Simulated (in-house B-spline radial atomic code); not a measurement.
Ionisation energies along the 13-electron series, configuration 1s2 2s2 2p6 3s2 3p1/2(1), as differences of self-consistent energies. Dirac energy differences include first-order Breit, QED and recoil terms. NIST's values go from ground level to ground level; the uncertainty of those that are theory runs from under 0.1 % in few-electron ions to several per cent in heavy many-electron ones. Computed with a B-spline radial code for spherical atoms: Dirac-Hartree-Fock, jj configuration that fills j = l - 1/2 first, finite nuclei.

| ion | configuration after | ionisation energy (eV) | IE/(q+1)² (eV) | -ε less Coulomb ΔSCF (eV) | Breit and QED recoil part (eV) | tabulated value (eV) | tabulated kind | computed minus tabulated (eV) |
| --- | --- | --- | --- | --- | --- | --- | --- | --- |
| Nb28+ | [Ne] 3s2 | 1499.9 | 1.7834 | 0.33698 | -1.1075 | 1488 | semi-empirical | 12 |
| Mo29+ | [Ne] 3s2 | 1599.9 | 1.7776 | 0.3396 | -1.2158 | 1587 | semi-empirical | 13 |
| Tc30+ | [Ne] 3s2 | 1703.2 | 1.7723 | 0.3422 | -1.3315 | 1689 | semi-empirical | 14 |
| Ru31+ | [Ne] 3s2 | ? | ? | ? | ? | ? | semi-empirical | ? |
| Rh32+ | [Ne] 3s2 | 1920.0 | 1.7631 | 0.34741 | -1.5853 | 1903 | semi-empirical | 17 |
| Pd33+ | [Ne] 3s2 | ? | ? | ? | ? | ? | semi-empirical | ? |
| Ag34+ | [Ne] 3s2 | 2150.6 | 1.7556 | 0.35264 | -1.8712 | 2131 | semi-empirical | 20 |
| Cd35+ | [Ne] 3s2 | 2271.0 | 1.7523 | 0.35527 | -2.0268 | 2250 | semi-empirical | 21 |
| In36+ | [Ne] 3s2 | ? | ? | ? | ? | ? | semi-empirical | ? |
| Sn37+ | [Ne] 3s2 | 2522.4 | 1.7468 | 0.3606 | -2.3656 | 2499 | semi-empirical | 23 |
| Sb38+ | [Ne] 3s2 | 2653.4 | 1.7445 | 0.36329 | -2.5494 | 2654 | tabulated theory | -1 |
| Te39+ | [Ne] 3s2 | 2788.0 | 1.7425 | 0.36602 | -2.743 | 2788 | tabulated theory | 0 |
| I40+ | [Ne] 3s2 | 2926.2 | 1.7407 | 0.36878 | -2.9474 | 2926 | tabulated theory | 0 |
| Xe41+ | [Ne] 3s2 | 3068.0 | 1.7392 | 0.37157 | -3.1622 | 3068 | tabulated theory | 0 |
| Cs42+ | [Ne] 3s2 | 3213.5 | 1.7379 | 0.3744 | -3.3884 | 3214 | tabulated theory | -1 |
| Ba43+ | [Ne] 3s2 | 3362.6 | 1.7369 | 0.37728 | -3.6261 | 3363 | tabulated theory | 0 |
| La44+ | [Ne] 3s2 | 3515.5 | 1.7361 | 0.38019 | -3.8758 | 3515 | tabulated theory | 1 |
| Ce45+ | [Ne] 3s2 | 3672.2 | 1.7354 | 0.38316 | -4.1381 | 3672 | tabulated theory | 0 |
| Pr46+ | [Ne] 3s2 | 3832.7 | 1.735 | 0.38617 | -4.4132 | 3832 | tabulated theory | 1 |
| Nd47+ | [Ne] 3s2 | 3997.0 | 1.7348 | 0.38924 | -4.7017 | 3997 | tabulated theory | 0 |

Q: Fill in the row of Ru31+.

A: ionisation energy (eV): 1809.9; IE/(q+1)² (eV): 1.7675; -ε less Coulomb ΔSCF (eV): 0.3448; Breit and QED recoil part (eV): -1.4545; tabulated value (eV): 1794; computed minus tabulated (eV): 16.

Q: Fill in the row of Pd33+.

A: ionisation energy (eV): 2033.6; IE/(q+1)² (eV): 1.7592; -ε less Coulomb ΔSCF (eV): 0.35002; Breit and QED recoil part (eV): -1.724; tabulated value (eV): 2016; computed minus tabulated (eV): 18.

Q: Fill in the row of In36+.

A: ionisation energy (eV): 2395.0; IE/(q+1)² (eV): 1.7494; -ε less Coulomb ΔSCF (eV): 0.35792; Breit and QED recoil part (eV): -2.1916; tabulated value (eV): 2373; computed minus tabulated (eV): 22.

Q: How far is this level of theory from the measured and semi-empirical values?

A: Over those 10 rows the differences run from +11.9 to +23.4 eV (mean absolute value 18 eV). The calculation leaves out correlation and, in open shells, the multiplet splittings that an average leaves out.
